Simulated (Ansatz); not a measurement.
CH$_{6}$OS$_{2}$Si (`OC([SiH3])(S)S`), charge 0, multiplicity 1.

Question: Give a relaxed structure at PBE0-D4/def2-TZVP (Ansatz). (An estimate is asked.)

Answer: The calculation gave: 
```xyz
11

O    -1.218   -0.401   -0.905
C     0.027   -0.178   -0.271
Si   -0.258    0.536    1.493
S     1.019    1.058   -1.168
S     0.837   -1.773   -0.057
H    -1.505    0.445   -1.268
H     1.017    0.636    2.243
H    -1.214   -0.355    2.188
H    -0.852    1.886    1.306
H     1.359    0.272   -2.206
H     0.788   -2.125   -1.356
```
This is one stationary point; other conformers may exist.
